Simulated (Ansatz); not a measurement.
CH$_{3}$Cl$_{2}$Ga (`[CH3][Ga]([Cl])[Cl]`). Charge 0, multiplicity 1.

```xyz
7

C     0.550    0.782   -0.319
Ga   -0.523   -0.717    0.294
Cl    0.296   -2.336    1.426
Cl   -2.615   -0.910   -0.098
H    -0.082    1.540   -0.780
H     1.092    1.213    0.524
H     1.282    0.427   -1.047
```

Question: List the harmonic frequencies (cm⁻¹, unscaled) at PBE0-D4/def2-TZVP in Ansatz. (Estimate.)

Answer: Computed: 5i, 131, 133, 142, 396, 435, 602, 730, 771, 1229, 1443, 1445, 3067, 3155, 3176.
